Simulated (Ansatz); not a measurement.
Species: CI, net charge 0, doublet state. SMILES: [C]I
Coordinates optimised at B3LYP-D3(BJ)/def2-TZVP (Ansatz, a first-principles code):
```xyz
2

C      0.0000     0.0000    -1.8315
I      0.0000     0.0000     0.2073
```
Charge 0, spin multiplicity 2.

Quantity: vertical ionisation energy (to the singlet state of charge +1; each state is the SCF solution reached for its spin; the UHF <S^2> is 0.93 for the doublet (pure: 0.75); for the singlet the Hartree-Fock reference is unstable and T1 is 0.060; for the doublet T1 is 0.062), in eV. Correlated levels leave the core frozen unless marked. UHF or UKS for open shells. No spin-orbit coupling. The frozen core is the preceding noble-gas configuration, with the filled d and f shells of earlier blocks. In def2 rows, elements after Kr have scalar-relativistic effective core potentials. CBS marks a two-point X^-3 extrapolation of the correlation energy; Hartree-Fock from the larger set.

| level | program | vertical ionisation energy (eV) |
|---|---|---|
| PBE/def2-TZVPD | Ansatz | … |
| B3LYP/def2-TZVPD | Ansatz | … |
| wB97X-V/def2-TZVPD | Ansatz | 8.93 |
| CCSD/def2-SVPD | Ansatz | 8.53 |
| CCSD/def2-QZVPPD | Ansatz | … |
| CCSD(T)/CBS(def2-TZVPPD,def2-QZVPPD) | Ansatz | 8.55 |

Complete the blanks.


- PBE/def2-TZVPD, vertical ionisation energy (eV): 8.52
- B3LYP/def2-TZVPD, vertical ionisation energy (eV): 8.81
- CCSD/def2-QZVPPD, vertical ionisation energy (eV): 8.71
